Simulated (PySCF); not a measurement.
# Exercise with solution: dipole moment from atomic charges

GeHBr, SMILES [GeH][Br] (connectivity only; charge and spin as stated), neutral, multiplicity 1. Atoms are numbered in the order given.

```xyz
3

Ge     0.0508    -1.2017     0.0000
H     -1.5425    -1.3287     0.0000
Br    -0.0024     1.1366     0.0000
```
Charge 0, spin multiplicity 1.

Geometry: PBE0-D3(BJ)/def2-TZVP.

Charges (e) from HF/def2-TZVPD (PySCF):

| atom | ESP fit | IAO |
|---|---|---|
| Ge1 | 0.223 | 0.469 |
| H2 | -0.033 | -0.156 |
| Br3 | -0.190 | -0.313 |

The dipole moment of the full density is 2.05 D.

Problem. What dipole moment does each set of point charges give, and which comes closer to that of the density?

Solution. 
μ = Σ q r, and 1 e Å = 4.8032 D.
ESP fit: Σ q r = (0.063, -0.440, 0.000) e Å, |μ| = 2.14 D.
IAO: Σ q r = (0.265, -0.712, 0.000) e Å, |μ| = 3.65 D.
ESP fit comes closer in size. Point charges leave out the atoms' own dipoles (lone pairs, polarised bonds); fits to the potential absorb them, partitions of the density don't.
